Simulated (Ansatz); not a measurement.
H$_{4}$NO$_{3}$Ta, SMILES `[NH]=[Ta]([OH])([OH])[OH]`, 9 atoms. Total charge 0; spin multiplicity 1. Correlated methods include outer-core shells of Ta, which these sets cover unevenly. Ta takes the def2 core potential. All runs use 4 threads of an Arm Neoverse V2 on a shared host. Correlated methods freeze the cores.

**Question.** Give the basis size and wall time and peak host memory of each of these runs in Ansatz. RKS r2SCAN0-D4/def2-TZVPP energy; RKS BHLYP-D4/def2-TZVPP energy; RKS PBE0-D4/def2-TZVP relaxation (8 steps); RKS PBE-QIDH (frozen core)/def2-TZVPP energy; RHF-MP2/def2-QZVPP energy; RKS PBE0-D4/def2-SVP energy; direct RPA on PBE orbitals/def2-TZVPP energy; RKS ωB97M-V/def2-SVP energy; RHF-CCSD(T)/def2-TZVPP energy; RKS PBE0-D4/def2-QZVPP energy; RKS PBE0-D4/def2-TZVP frequencies; RKS ωB97M-V/def2-TZVPP energy and forces. (Estimate.)

**Answer.** Computed: Other jobs shared the machine, so times are rough.

```
                                level                   job  functions  wall time  peak host memory (GiB)
                 RKS PBE0-D4/def2-SVP                energy        108        1 s                    0.42
              RKS BHLYP-D4/def2-TZVPP                energy        236      2.5 s                    0.54
            RKS r2SCAN0-D4/def2-TZVPP                energy        236      3.7 s                    0.55
                 RKS ωB97M-V/def2-SVP                energy        108      4.1 s                    0.42
direct RPA on PBE orbitals/def2-TZVPP                energy        236      5.5 s                     0.6
RKS PBE-QIDH (frozen core)/def2-TZVPP                energy        236      5.5 s                    0.58
               RKS PBE0-D4/def2-QZVPP                energy        429        6 s                     1.3
               RKS ωB97M-V/def2-TZVPP     energy and forces        236       10 s                    0.78
                   RHF-MP2/def2-QZVPP                energy        429       14 s                     2.1
                RKS PBE0-D4/def2-TZVP  relaxation (8 steps)        188       21 s                    0.45
                RKS PBE0-D4/def2-TZVP           frequencies        188       99 s                    0.45
               RHF-CCSD(T)/def2-TZVPP                energy        236    3.8 min                     5.3
```
